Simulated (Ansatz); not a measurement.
cis-Zn(OH)2(NH3)4 (ZnN4O2H14). The state is a singlet with charge 0. Geometry B3LYP-D4/def2-SVP.

Cartesian coordinates in Å:
```
N 2.080 0.028 0.580
N -1.096 0.671 1.760
N -0.219 -2.287 0.421
N -0.006 2.126 -1.006
O -1.969 -0.432 -0.456
O 0.992 -0.242 -1.794
Zn -0.048 -0.003 -0.097
H -2.271 -0.367 -1.370
H 2.644 0.836 0.842
H 2.238 -0.207 -0.417
H 2.362 -0.764 1.156
H 0.602 -0.802 -2.477
H -1.110 1.672 1.946
H -1.120 0.176 2.651
H -1.928 0.419 1.195
H -1.158 -2.010 0.070
H -0.317 -2.881 1.244
H 0.240 -2.833 -0.309
H 0.523 2.983 -0.845
H -0.918 2.384 -1.383
H 0.480 1.534 -1.711
```

At HF/STO-3G the highest occupied level of the charge 0 singlet lies above zero (up to 1.42 eV). In Hartree–Fock with STO-3G the lack of diffuse functions raises the level. Another isomer (singlet) lies 0.49 eV lower at PBE0-D4/def2-TZVP; other spin states weren't run for this one.

Task: Estimate the orbital energies around the gap (eV) in Ansatz with HF/STO-3G, PBE-D4/def2-SVP, r2SCAN-D4/def2-TZVP, r2SCANh-D4/def2-TZVP, PBE0-D4/def2-SVP.

Result: 
| orbital | HF/STO-3G | PBE-D4/def2-SVP | r2SCAN-D4/def2-TZVP | r2SCANh-D4/def2-TZVP | PBE0-D4/def2-SVP |
| --- | --- | --- | --- | --- | --- |
| HOMO−5 | -9.23 | -5.79 | -6.65 | -7.26 | -7.50 |
| HOMO−4 | -7.57 | -5.67 | -6.56 | -7.16 | -7.38 |
| HOMO−3 | -6.29 | -4.67 | -5.58 | -6.20 | -6.37 |
| HOMO−2 | -5.99 | -4.23 | -5.16 | -5.77 | -5.89 |
| HOMO−1 | -5.61 | -4.07 | -5.00 | -5.60 | -5.73 |
| HOMO | 1.42 | -3.74 | -4.67 | -5.28 | -5.42 |
| LUMO | 12.54 | 0.28 | 0.28 | 0.53 | 1.13 |
| LUMO+1 | 13.79 | 1.42 | 1.30 | 1.52 | 2.32 |
| LUMO+2 | 14.56 | 1.51 | 1.44 | 1.68 | 2.45 |
| LUMO+3 | 15.54 | 1.74 | 1.55 | 1.78 | 2.70 |
| LUMO+4 | 17.41 | 2.55 | 2.58 | 2.83 | 3.56 |
| LUMO+5 | 17.87 | 2.89 | 2.84 | 3.08 | 3.89 |
